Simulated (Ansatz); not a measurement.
Born–Oppenheimer molecular dynamics of BFH₄O₂ (8 atoms, charge 0, multiplicity 1). It starts at the highest image of a converged band. Of that band: The profile has 2 maxima (images 6, 9) with wells between them (image 7): this band takes more than one step, which may be the mechanism or a detour left from its start path. Neighbouring images differ by up to 1.5 eV, so the band resolves the path poorly. A vibrational analysis at the climbing image gives one clearly imaginary mode, 1504i cm⁻¹: a first-order saddle point.

These are results of RKS B3LYP-D4/6-31G* (Ansatz), not measurements.

```yaml
ensemble: NVE (velocity Verlet)
time_step: 0.5 fs
steps_asked: 200
starting_velocities_drawn_for: 100 K
seed: 4455
```

First frame:

```xyz
8
Properties=species:S:1:pos:R:3
B -0.069 0.141 -0.001
O 0.070 -0.097 1.573
H -0.822 -0.248 1.937
O 0.873 -0.504 -0.762
H 1.726 -0.580 -0.314
F -1.361 0.058 -0.386
H 0.226 1.502 0.207
H 0.167 1.055 1.167
```

How far do the bonds stretch over the last three quarters of this one trajectory? (Pairs bonded in most of those frames.)


```json
{"bond": "B1–O2", "mean (Å)": "1.392", "spread (Å)": "0.064", "shortest": "1.27", "longest": "1.50"}
{"bond": "B1–O4", "mean (Å)": "1.364", "spread (Å)": "0.025", "shortest": "1.32", "longest": "1.40"}
{"bond": "B1–F6", "mean (Å)": "1.345", "spread (Å)": "0.022", "shortest": "1.31", "longest": "1.39"}
{"bond": "O2–H3", "mean (Å)": "0.971", "spread (Å)": "0.006", "shortest": "0.96", "longest": "0.99"}
{"bond": "O4–H5", "mean (Å)": "0.969", "spread (Å)": "0.004", "shortest": "0.96", "longest": "0.98"}
{"bond": "H7–H8", "mean (Å)": "0.745", "spread (Å)": "0.013", "shortest": "0.73", "longest": "0.78"}
```

Mean temperature of the second half: 2592 K. The conserved energy stayed within 0.15 meV per atom of its start (net change -0.037 meV per atom), so the integration is sound. The kinetic energy rose, since the run started high on the potential surface and went downhill. It ends in pieces (BFH2O2 + H2), so much of that is their flight and rotation, not heat. A run of 0.1 ps of so small a system gives no equilibrium averages. The orbitals stay closed-shell, which can raise the energy where a bond breaks towards radicals; this wasn't checked here.

Run time: 7.4 min on 1 thread of Intel(R) Xeon(R) Platinum 8259CL CPU @ 2.50GHz (Skylake/Cascade Lake), on a shared host, peak memory 0.14 GiB.
